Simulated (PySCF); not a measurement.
# Löwdin shares of the frontier orbitals

C4H7N2PSi.
SMILES with atom numbers: `[CH2:1]=[C:2]([C:3]#[N:4])/[CH:5]=[N:6]/[SiH2:7][PH2:8]` (hydrogens: H9, H10 on C1; H11 on C5; H12, H13 on Si7; H14, H15 on P8)

Structure used (GFN2-xTB), in Å, numbered top down from 1:
```
atom  x, y, z in Å
C1    -2.9761   -0.6652   -0.5974
C2    -1.8780    0.0042   -0.2228
C3    -1.8797    1.4248   -0.1866
N4    -1.8952    2.5691   -0.1703
C5    -0.6348   -0.6688    0.1503
N6     0.3768   -0.0227    0.5229
Si7    2.0037   -0.3612    0.9099
P8     3.0845    0.3189   -0.9417
H9    -3.8847   -0.1559   -0.8707
H10   -2.9825   -1.7420   -0.6367
H11   -0.6721   -1.7630    0.0793
H12    2.4180   -1.7515    1.1476
H13    2.2199    0.4721    2.0893
H14    2.5059    1.5730   -0.9746
H15    4.1898    0.7760   -0.2484
```

Method used: PySCF, TDDFT wB97X-D/def2-SVPD, vertical, gas phase, core orbitals frozen in the response.

Frontier orbitals with the atoms that hold most of them (Löwdin shares over 4%, at most four atoms; ? is withheld):

| orbital | ε (eV) | atoms |
| --- | --- | --- |
| HOMO-3 | -11.08 | P8 29%, Si7 19%, H12 9%, N4 8% |
| HOMO-2 | -10.23 | C1 21%, C2 17%, P8 14%, N6 12% |
| HOMO-1 | -9.57 | ? |
| HOMO | -9.21 | P8 57%, Si7 13%, N6 6%, H14 6% |
| LUMO | -0.86 | ? |
| LUMO+1 | 1.20 | C5 23%, N4 16%, C2 14%, C3 12% |
| LUMO+2 | 1.57 | Si7 30%, P8 19%, C5 10%, H12 9% |

Problem. Give the leading atoms of the LUMO.

Solution. C1 (bonded to C and 2 H) 30%; N6 (bonded to C and Si) 18%; C2 (bonded to 3 C) 16%; C5 (bonded to C, N and H) 13%. By element: carbon 60% or more, nitrogen 18% or more.

Problem. Which atoms hold the HOMO-1, and with what shares?

Solution. N6 (bonded to C and Si) 54%; C5 (bonded to C, N and H) 12%; Si7 (bonded to N, P and 2 H) 11%; H12 (bonded to Si) 6%.

Problem. How does S1 compare with the orbital gap of 8.34 eV?

Solution. S1 is at 3.65 eV (f = 0.0007), 4.69 eV below the gap, made of HOMO-1→LUMO (82%). Its leading pair isn't HOMO and LUMO; the energies of that pair differ by 8.70 eV. 

Problem. One configuration dominates each of S1, S2, S3 and S4. Which, and how do the shares of the two leading atoms of either orbital change from the occupied to the empty one?

Solution. 
- S1 (3.65 eV, f 0.0007), HOMO-1→LUMO (82%): N6 54% → 18%, C5 12% → 13%, C1 at most 6% → 30%
- S2 (5.15 eV, f 0.273), HOMO→LUMO (85%): P8 57% → at most 14%, Si7 13% → at most 14%, C1 at most 6% → 30%, N6 6% → 18%
- S3 (5.83 eV, f 0.388), HOMO-2→LUMO (91%): C1 21% → 30%, C2 17% → 16%, N6 12% → 18%
- S4 (6.01 eV, f 0.0008), HOMO-1→LUMO+1 (78%): N6 54% → at most 13%, C5 12% → 23%, N4 at most 6% → 16%

Löwdin shares depend on the basis, the more so with diffuse functions.

One conformer stands for the species.
